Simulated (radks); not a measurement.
Exchange energies: the exact (Fock) value of the Kohn-Sham orbitals and density-functional approximations, in hartree. Species: Pb2+ [Hg]; Li+ [He]; Xe [Xe]. Calculated with a radial shooting solver on a logarithmic mesh with Libxc functionals: non-relativistic Kohn-Sham, PBE, spin-polarised, spherical densities, point nucleus. Every spin shell is full or empty, so the densities are truly spherical. Functionals are evaluated on that one density, not self-consistently.

functional	Pb2+	Li+	Xe
exact	-358.644	-1.63932	-179.029
LDA	-345.15	-1.4115	-170.57
B88	-358.86	-1.6361	-179.04
WC	-356.42	-1.5833	-177.51
B86b	-358.63	-1.6328	-178.97
G96	-360.30	-1.6418	-179.63
EV93	-356.79	-1.7154	-178.35
APBE	-359.50	-1.6431	-179.52
TPSS	-357.08	-1.6452	-178.43
Tao-Mo	-355.65	-1.6476	-177.53
TASK	-352.19	-1.6455	-175.07
MVS	-358.91	-1.6461	-179.13
